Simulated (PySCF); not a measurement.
Te(OSiH3)2 (H6O2Si2Te), SMILES [SiH3]O[Te]O[SiH3]. Atoms are numbered in the order given.

```xyz
11

Te     0.5494    -0.0681     0.8819
O      0.4752    -1.4704    -0.5277
Si    -0.8521    -2.0048    -1.4072
H     -2.1176    -1.7247    -0.6656
H     -0.6923    -3.4717    -1.6072
H     -0.9019    -1.3290    -2.7334
O      0.3741     1.5508    -0.2772
Si    -1.0854     2.1713    -0.8347
H     -1.7775     1.1836    -1.7133
H     -0.7596     3.3960    -1.6130
H     -1.9905     2.5135     0.3018
```

The structure is a stationary point at B3LYP-D3(BJ)/def2-SVP. This is a generated structure with no PubChem entry under its InChIKey; it may be hypothetical. The def2 effective core potentials stand for the cores of Te; spin–orbit coupling is left out. Other conformers were not sampled.

The numbers are results of B3LYP-D3(BJ)/def2-SVP (PySCF), not measurements.

Frequencies are harmonic and unscaled.

```tsv
mode	ν (cm⁻¹)	IR (km/mol)	moving atoms (share of kinetic energy)
1	31	0.6	H 63 %, O 21 %, Si 13 %
2	60	1.8	Si 42 %, O 35 %, H 17 %
3	88	0.7	H 48 %, Si 29 %, O 19 %
4	118	0.2	H 87 %, Si 10 %
5	139	0.2	Si 39 %, O 29 %, H 23 %, Te 10 %
6	155	3.6	O 38 %, Si 36 %, H 14 %, Te 12 %
7	216	9.6	O 76 %, Te 12 %, H 8 %
8	475	27.9	O 53 %, Si 19 %, Te 16 %, H 13 %
9	489	16.6	O 57 %, Si 17 %, Te 14 %, H 12 %
10	711	47.2	H 85 %, Si 9 %
11	724	67.4	H 83 %, Si 9 %, O 9 %
12	725	37.0	H 76 %, O 13 %, Si 11 %
13	735	37.5	H 80 %, O 11 %, Si 9 %
14	866	438.1	O 66 %, Si 30 %
15	927	259.8	O 72 %, Si 21 %
16	943	134.1	H 96 %
17	949	97.5	H 93 %
18	956	105.3	H 95 %
19	962	65.9	H 95 %
20	989	59.2	H 89 %
21	1005	420.1	H 91 %, Si 9 %
22	2212	46.0	H 97 %
23	2216	147.1	H 96 %
24	2221	102.9	H 97 %
25	2235	130.4	H 97 %
26	2237	145.0	H 97 %
27	2248	119.7	H 97 %
```
